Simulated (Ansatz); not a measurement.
BeF2 (SMILES [F][Be][F]) moved off its minimum; all values from Ansatz (a quantum-chemistry and plane-wave program), cores frozen in correlated methods.
(charge 0, multiplicity 1)
```xyz
3

Be    -0.0087    -0.0068     0.0258
F      0.0296    -0.0868    -1.4398
F     -0.0484    -0.0582     1.4007
```

Forces at r2SCAN/def2-TZVPP (eV/Å):

```
atom      Fx      Fy      Fz
----  ------  ------  ------
Be1    0.057  -0.313  -2.376
F2    -0.058   0.218   2.316
F3     0.001   0.095   0.060
```

Problem. Give the forces (eV/Å), the total energy and the dipole at CCSD(T)/aug-cc-pVTZ.

Solution. 
| atom | Fx | Fy | Fz |
|---|---|---|---|
| Be1 | 0.058 | -0.301 | -2.413 |
| F2 | -0.057 | 0.212 | 2.281 |
| F3 | -0.001 | 0.089 | 0.133 |
Energy -214.3483 hartree, dipole 0.51 D.
